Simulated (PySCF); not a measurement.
# Reading the logs of faulty runs: BGeH2O2

All numbers below are calculated, not measured. The program is PySCF 2.14.0, an open-source quantum chemistry code, run on an isolated molecule that a program drew, which may never have been made. The molecule is BGeH2O2 (charge 0, doublet), drawn as the SMILES string `O=[B][GeH][OH]`.

Each row is a Hartree-Fock (HF) and frozen-core CCSD(T) single point in the cc-pVDZ basis, meant for a local HF minimum. Run 1 is clean. Each other run has one planted mistake out of seven kinds, and not every kind appears here: one electron removed, one electron added, multiplicity raised by two, geometry at a saddle point, minimal basis STO-3G, one bond length entered in bohr, all coordinates scaled. The reference is restricted for singlets and unrestricted otherwise, and also for a bond in bohr. Adding or removing an electron swaps singlet and doublet. Electrons count all cores. HOMO and LUMO are orbital energies over both spins, the gradient is its largest component, and the lowest frequency (negative if imaginary) is given only where the gradient is small. Bond lengths are over the 5 bonds as drawn. T1 is the CCSD diagnostic: over 0.02 (restricted) or 0.045 (unrestricted) a single reference is doubtful. Germanium has the cc-pVDZ-PP basis, with a core potential (ECP10MDF) in place of its 10 inner electrons, and its 3s, 3p and 3d shells are frozen in CCSD(T).

Geometry of the clean run:
```xyz
6
BGeH2O2, angstrom
O    -2.0389    1.6164    0.7812
B    -1.3418    0.6598    0.8605
Ge   -0.2370   -1.0946    0.9435
O     1.0673   -1.0460   -0.2604
H     0.4575   -1.2608    2.2918
H     0.8024   -0.8869   -1.1555
```

| run | electrons | basis functions | <S^2> | HOMO (eV) | LUMO (eV) | gradient (hartree/bohr) | lowest frequency (cm^-1) | mean bond (Å) | longest bond (Å) | T1 | HF (hartree) | CCSD(T) (hartree) | mistake |
|---|---|---|---|---|---|---|---|---|---|---|---|---|---|
| 1 | 55 | 75 | 0.757 | -9.72 | 0.24 | 2.6e-05 | 132 | 1.5019 | 2.075 | 0.0211 | -468.99954 | -469.55956 | no fault |
| 2 | 54 | 75 | 0.000 | -19.14 | -8.09 | 6.3e-02 | - | 1.5019 | 2.075 | 0.0290 | -468.67205 | -469.24514 | one electron removed |
| 3 | 55 | 75 | 0.944 | -9.30 | -0.21 | 2.9e-02 | - | 1.8712 | 3.921 | 0.0385 | -468.92298 | -469.47461 | one bond length entered in bohr |
| 4 | 55 | 75 | 3.765 | -5.20 | -1.72 | 1.4e-01 | - | 1.5019 | 2.075 | 0.0609 | -468.78461 | -469.31517 | ? |

**Which mistake was planted in run 4, and what did it cost?**

Electrons, basis and geometry are unchanged, and <S^2> is 3.765, beside S(S+1) = 3.75 for a multiplicity of 4. So the mistake is: multiplicity raised by two. Subtracting run 1 and multiplying by 627.51 kcal/mol a hartree, the energy moved by 134.9 kcal/mol in HF and 153.4 kcal/mol in CCSD(T).

Cautions from the logs. Run 2: T1 is over the limit, so its CCSD(T) energy is less reliable; run 4: T1 is over the limit, so its CCSD(T) energy is less reliable.
